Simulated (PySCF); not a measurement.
# InO under electron impact: the energy ladder

CCSD(T) in PySCF with def2-SVPD on every atom (core potentials on In), for the lowest determinant that a PBE0 search found; no spin–orbit coupling.

```csv
species,state (unpaired electrons),Re (Å),ωe (cm⁻¹),energy of the minimum from the neutral (eV),De (eV),dissociates to
InO,doublet (π ↑),2.133,486,0.00,3.30,In + O
InO⁺,triplet (π ↑↑),3.036,110,8.56,0.20,In⁺ + O
```

Problem. Work out the lowest energy to break InO into atoms, from its vibrational ground state.

Solution. D0 = De − ωe/2 = 3.30 − 0.03 = 3.27 eV (CCSD(T)/def2-SVPD).

Problem. Work out the ionisation energy of the In atom at this level and the threshold of dissociative ionisation.

Solution. IE(In) = 8.56 + 0.20 − 3.30 = 5.46 eV, so In⁺ + O + e⁻ appears at D0 + IE(In) = 8.73 eV (CCSD(T)/def2-SVPD). The measured IE(In) is 5.786 eV (NIST ASD).

These are thermodynamic thresholds; the onsets seen under electron impact lie higher where the geometry changes, and cross-sections peak well above them.

Correlated steps freeze 5 core orbitals. Weak bonds: InO⁺. Basis-set superposition, not corrected here, can be much of De in a small basis, most of all at correlated wavefunction levels. These are scalar-relativistic numbers at best; spin–orbit coupling would shift them, the dissociation energy most. For an ion De counts to the pair picked by the measured ionisation energies or electron affinities, which need not be the lowest pair at this level. States were picked by a PBE0 search and need not be the measured ground states.
